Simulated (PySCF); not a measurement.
C₅H₁₆GeSi, SMILES C(C[SiH2][GeH3])(C)(C)C, GFN2-xTB optimised geometry.

```
23

C     -1.42    -2.31    -1.23
C     -0.91    -1.56     0.00
C      0.62    -1.56     0.00
C     -1.41    -2.27     1.26
C     -1.45    -0.12     0.00
Si    -0.76     1.09    -1.30
Ge     1.35     1.89    -0.66
H     -2.51    -2.34    -1.23
H     -1.05    -3.34    -1.22
H     -1.09    -1.83    -2.14
H      1.00    -0.93     0.80
H      1.00    -2.57     0.14
H      1.00    -1.18    -0.95
H     -2.50    -2.25     1.31
H     -1.08    -3.31     1.27
H     -1.03    -1.78     2.16
H     -2.54    -0.16    -0.11
H     -1.26     0.32     0.98
H     -0.69     0.50    -2.64
H     -1.69     2.22    -1.38
H      2.54     1.20    -1.26
H      1.60     3.34    -1.00
H      1.65     1.84     0.81
```

Density from B3LYP/def2-SVP (PySCF 2.14.0) at that geometry.

Minimum of the electron density along straight lines between bonded atoms, close to the bond critical point (lines longer than 1.1 times the sum of covalent radii, or with two minima, are not listed):

```tsv
bond	length / Å	ρ at the minimum / e bohr⁻³	∇²ρ there / e bohr⁻⁵	position (fraction from the first atom)
C1–C2	1.529	0.246	-0.57	0.50
C2–C3	1.528	0.247	-0.57	0.50
C2–C4	1.534	0.244	-0.56	0.50
C2–C5	1.534	0.241	-0.54	0.50
C5–Si6	1.906	0.112	0.29	0.62
Si6–Ge7	2.339	0.092	…	0.35
C1–H8	1.088	0.277	-1.01	0.62
C1–H9	1.088	0.277	-1.01	0.62
C1–H10	1.087	0.278	-1.02	0.62
C3–H11	1.090	0.276	-1.00	0.62
C3–H12	1.088	0.277	-1.01	0.62
C3–H13	1.089	0.276	-1.00	0.62
C4–H14	1.088	0.277	-1.01	0.62
C4–H15	1.088	0.277	-1.01	0.62
C4–H16	1.088	0.277	-1.01	0.62
C5–H17	1.092	0.272	-0.96	0.62
C5–H18	1.094	0.271	-0.95	0.62
Si6–H19	1.468	0.115	0.33	0.49
Si6–H20	1.469	0.115	0.34	0.49
Ge7–H21	1.503	0.139	0.08	0.59
Ge7–H22	1.502	0.139	0.09	0.59
Ge7–H23	1.504	0.138	0.08	0.59
```

Task: Fill in the missing entries.

Result: 
- Si6–Ge7, ∇²ρ there / e bohr⁻⁵: -0.06
